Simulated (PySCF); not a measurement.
Si(Cl)3(SeH) (Cl3HSeSi), SMILES Cl[Si](Cl)([SeH])Cl.

Geometry: PBE0-D3(BJ)/def2-SVP. This is a generated structure with no PubChem entry under its InChIKey; it may be hypothetical. One conformer was computed; it need not be the lowest.

All values below come from PBE0/def2-TZVP (PySCF).

Symmetry labels are those of the subgroup Cs that the program uses (full group Cs).

Computed valence orbital energies around the gap with their symmetry:
```
orbital  symmetry  energy (eV)
-------  --------  -----------
HOMO−7         A'       -11.01
HOMO−6         A"       -10.34
HOMO−5         A'       -10.34
HOMO−4         A"        -9.78
HOMO−3         A'        -9.72
HOMO−2         A"        -9.37
HOMO−1         A'        -9.31
HOMO           A"        -7.74
LUMO           A'        -1.01
LUMO+1         A'        -0.28
LUMO+2         A'         0.33
LUMO+3         A"         0.46
```
